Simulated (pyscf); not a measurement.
Optimised with ωB97X-D3(BJ)/def2-SVP in PySCF. MP2 and CC: frozen core, UHF for open shells. ΔMP2 is the change of the MP2 total energy from the triple- to the quadruple-zeta basis. Singlets are restricted, triplets unrestricted.

Singlet (Å):
```xyz
3

F      0.8440    -0.1085    -1.2587
Ge     1.4706     0.5298     0.2419
F      0.5011    -0.4545     1.3110
```

Triplet (Å):
```xyz
3

F      0.9233    -0.0082    -1.4102
Ge     1.3894     0.4672     0.2065
F      0.5492    -0.3793     1.4850
```

**Question.** For these two minima of F–Ge:–F (SMILES [F][Ge][F]), which spin state lies lower at CCSD(T)/def2-TZVPP + ΔMP2(QZVPP), and by how much (electronic energies)?

**Answer.** The singlet, by 356.4 kJ/mol. Zero-point energy shifts E(triplet) − E(singlet) by -0.7 kJ/mol. 

E(triplet) − E(singlet) by level (kJ/mol):

```
level                                gap
--------------------------------  ------
ωB97X-D3(BJ)/def2-TZVP            +354.4
PBE/def2-TZVP                     +339.8
r²SCAN/def2-TZVP                  +323.3
B3LYP-D3(BJ)/def2-TZVP            +354.0
PBE0-D3(BJ)/def2-TZVP             +331.9
M06-2X/def2-TZVP                  +324.8
ωB97M-D3(BJ)/def2-TZVP            +357.8
HF/def2-TZVP                      +262.5
MP2/def2-QZVPP                    +350.5
CCSD/def2-TZVPP                   +334.5
CCSD(T)/def2-TZVPP                +338.0
CCSD(T)/def2-TZVPP + ΔMP2(QZVPP)  +356.4
```

The triplet is the lowest one reached from the SCF start used. The CCSD(T) − MP2 part came from Ansatz, without density fitting, on the same reference. The frozen core leaves the outer d or s,p core shells of the metals and heavy elements correlated in the MP2 and CC values, and def2-TZVPP describes them poorly, which can shift differences by a few kcal/mol. Elements up to Kr have no core potential and no relativistic terms here.
